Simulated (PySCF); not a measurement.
**Ge₂: frontier orbitals**

PBE0 at R = 2.386 Å; Ge cc-pVTZ-PP with ECP10; scalar-relativistic core potentials (PySCF 2.14). State: ³Σg⁻ (triplet), unpaired electrons π ↑↑. Only the outer orbitals are listed.

| spin | orbital | occ. | ε (eV) | main shells (%) |
| --- | --- | --- | --- | --- |
| α | σg | 1 | -15.41 | 91 s, 8 p |
| α | σu | 1 | -11.51 | 92 s |
| α | πu | 1 | -6.21 | 96 p |
| α | πu | 1 | -6.21 | 96 p |
| α | σg | 1 | -5.84 | 89 p, 10 s |
| α | πg | 0 | -2.22 | 99 p |
| α | πg | 0 | -2.22 | 99 p |
| β | σg | 1 | -14.16 | 92 s |
| β | σu | 1 | -10.67 | 90 s, 9 p |
| β | σg | 1 | -5.48 | 90 p, 10 s |
| β | πu | 0 | -3.38 | 98 p |
| β | πu | 0 | -3.38 | 98 p |
| β | πg | 0 | -1.05 | 97 p |

Which are the highest filled and the lowest empty level, where do they sit, and how wide is the gap?

Highest filled β σg at -5.48 eV (in %: 90 p, 10 s); lowest empty β πu at -3.38 eV (in %: 98 p); the gap at PBE0 is 2.10 eV.

```json
{
 "bond order (Mayer)": "1.95",
 "⟨S²⟩": "2.004",
 "polarisability along the bond": "130.5 bohr³",
 "polarisability across the bond": "66.1 bohr³"
}
```

Spin–orbit coupling is left out. The state was picked by a PBE0 search and need not be the measured ground state.
